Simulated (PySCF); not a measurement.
## Correlation energy of O(2+) (oxygen, charge +2)

[He] 2s2 2p2, high-spin 3P determinant. Calculation: PySCF 2.14, in aug-cc-pCVTZ-DK (7s6p4d2f, 59 functions); scalar relativity by spin-free X2C-1e. Frozen: nothing; 6 electrons correlated.

```json
{"level": "CCSD", "correlation energy (mhartree)": "-150.83"}
{"level": "(T)", "correlation energy (mhartree)": "-1.66"}
{"level": "CCSD(T)", "correlation energy (mhartree)": "-152.49"}
```

Diagnostics: T1 = 0.0040, D1 = 0.0098, largest double amplitude 0.120.

Cost of the coupled-cluster step: roughly 2.5 core-seconds, for 6 correlated electrons.

Iterations:

```
CC2 = 0
CCSD nocc = (np.int64(4), np.int64(2)), nmo = (59, 59)
frozen orbitals [[], []]
max_cycle = 100
direct = 0
conv_tol = 1e-08
conv_tol_normt = 1e-06
diis_space = 8
diis_start_cycle = 0
Init t2, MP2 energy = -0.128482367596972
Init E_corr(UCCSD) = -0.128482367597254
cycle = 1  E_corr(UCCSD) = -0.143716927977483  dE = -0.0152345604  norm(t1,t2) = 0.035463
cycle = 2  E_corr(UCCSD) = -0.147822573711762  dE = -0.00410564573  norm(t1,t2) = 0.0158349
cycle = 3  E_corr(UCCSD) = -0.15089286280314  dE = -0.00307028909  norm(t1,t2) = 0.00779788
cycle = 4  E_corr(UCCSD) = -0.150817078007056  dE = 7.57847961e-05  norm(t1,t2) = 0.000744772
cycle = 5  E_corr(UCCSD) = -0.15083140704891  dE = -1.43290419e-05  norm(t1,t2) = 9.0829e-05
cycle = 6  E_corr(UCCSD) = -0.150828421389544  dE = 2.98565937e-06  norm(t1,t2) = 1.36923e-05
cycle = 7  E_corr(UCCSD) = -0.150829308933789  dE = -8.87544245e-07  norm(t1,t2) = 2.95488e-06
cycle = 8  E_corr(UCCSD) = -0.150829177588977  dE = 1.31344812e-07  norm(t1,t2) = 5.84848e-07
cycle = 9  E_corr(UCCSD) = -0.150829169349894  dE = 8.23908275e-09  norm(t1,t2) = 8.31885e-08
UCCSD converged
E(UCCSD) = -73.3045810986109  E_corr = -0.1508291693498938
UCCSD(T) correction = -0.00166175406500792
```
